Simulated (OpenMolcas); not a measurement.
neutral cobalt: effect of the active space

```
Program             : OpenMolcas 26.06
Method              : SS-CASPT2, IPEA 0.25 Eh, imaginary shift 0.1 Eh
Basis               : ANO-R3
Scalar Hamiltonian  : X2C, finite nucleus
Spin-orbit coupling : state interaction with AMFI integrals over the reference wave functions, term energies averaged over their components
```

A. 7 electrons in 5 orbitals (3d); 2S+1 = 4 even, 10 roots; 2S+1 = 2 even, 40 roots (35 in the spin-orbit step); closed shells correlated: 3s 3p 4s; CASPT2 step of the order of 18 core-seconds
B. 9 electrons in 6 orbitals (3d 4s); 2S+1 = 4 even, 20 roots; 2S+1 = 2 even, 40 roots kept (CI in the orbitals of an earlier block); closed shells correlated: 3s 3p; CASPT2 step of the order of 30 core-seconds

Energies in cm-1 above 3d7 4s2 4F 9/2, the measured ground level; measured values from NIST Handbook of Basic Atomic Spectroscopic Data.

```
                Level      A      B  Measured
       3d7 4s2 4F 9/2    0.0    0.0       0.0
       3d7 4s2 4F 7/2    818    770       816
       3d7 4s2 4F 5/2   1417   1333      1407
       3d7 4s2 4F 3/2   1825   1716      1809
       3d7 4s2 4P 5/2  14850  14220     13795
       3d7 4s2 4P 3/2  15110  14430     14036
       3d7 4s2 2G 9/2  15440  15720          
       3d7 4s2 4P 1/2  15490  14810     14399
       3d7 4s2 2G 7/2  16210  16460          
3d7 4s2 2P 3/2 [66 %]  20320  18590          
      3d7 4s2 2H 11/2  20930  21710          
       3d7 4s2 2P 1/2  21270  19190          
       3d7 4s2 2H 9/2  21630  22350          
       3d7 4s2 2D 5/2  21690  21470          
       3d7 4s2 2D 3/2  23050  22490
```

Deviations, from unrounded energies. A percentage is the sum of absolute deviations over the sum of measured energies, with the sign that they share, or ± where signs differ.

| Against measurement | Levels | A | B |
| --- | --- | --- | --- |
| mean absolute deviation (cm-1) | 6 | 540 | 240 |
| fine structure of the ground term (%) | 3 | +0.7 | -5.3 |
| other terms of the ground configuration (%) | 3 | +7.6 | +2.9 |

B lies closest to measurement on these levels. The largest miss of B in the table is 3d7 4s2 4P 5/2, by +430 cm-1. The ranking rests on the paired levels alone, and a cruder setting can come out closer through cancelling errors.

The spin-orbit steps hold different terms of 3d7 4s2 (B lacks 2F), which shifts levels as well.

Between A and B the level of the table that moves most is 3d7 4s2 2P 1/2, by 2100 cm-1 (lowest in B, highest in A). Moves below CASPT2's spread within the term are not significant.

CASPT2 breaks the degeneracy within a term, and the mean is taken; among the terms shown or strongly mixed into the levels shown the widest spread is 1100 cm-1 (3d7 4s2 2H, A). The CASPT2 spread within a term exceeds the gap to the next term for 3d7 4s2 2P and 3d7 4s2 2H, 3d7 4s2 2H and 3d7 4s2 2D, so the order of their levels is uncertain (figures for A; the like holds for B). Some high roots are left out of the spin-orbit mixing, which shifts the levels that they would mix with (holds for A). With the s shell closed, the reference lacks s² → p², s² → d² and s → d mixing, so excited terms can stand far too high and out of order, with CASPT2 too (holds for A). Terms from blocks run as CI alone lack orbitals of their own (holds for B). Computed and measured levels are paired by configuration, term and J; levels that our copy of the source lacks, or whose pairing is in doubt (as where it misses far off the trend of its configuration), stay unpaired and out of the deviations. Levels of configurations outside the active space are missing. The table leaves out levels that lie high or whose names do not pair safely across all columns.

A share in square brackets marks a mixed level and gives the weight of the term that names it, the lowest over the columns.
